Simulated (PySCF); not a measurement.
C4H4N, SMILES [N]1C=CC=C1, multiplicity 2.

The structure is a stationary point at r2SCAN-D4/def2-SVP. The isomer is the one that the SMILES or the coordinates give; other isomers of the formula were not compared.

Level of theory: M06-2X/def2-TZVP (PySCF).

- total energy = -209.49413 hartree
- point group = C2v
- α spin, highest occupied and lowest empty level = -8.04 and 1.88 eV
- β spin, highest occupied and lowest empty level = -8.56 and -2.88 eV
- dipole moment = 2.06 D
- quadrupole, principal values (traceless, Buckingham form, about the centre of nuclear charge) = -4.57, -4.19, 8.76 D·Å
- mean static polarisability = 47.8 bohr³ (7.09 Å³)
- polarisability, principal values = 30.6, 52.4, 60.4 bohr³
- ⟨S²⟩ = 0.766 (pure state 0.75)
